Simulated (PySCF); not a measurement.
These are PBE0-D3(BJ)/def2-TZVP (PySCF) values and carry that method's errors. Isolated molecules, 0 K electronic values unless said otherwise. 

Reference species (SMILES): `[SiH2]1[SiH2]C1=[SiH2]` (neutral, multiplicity 1).

dipole moment: 1.84 D
HOMO: -6.65 eV

Changed species: `[SiH2]1[SiH2]C=[SiH]1`.

Task: What does the change do to the dipole moment and HOMO?

Result: the dipole moment decreases by 0.75 D, to 1.09 D; the HOMO decreases by 0.25 eV, to -6.90 eV.
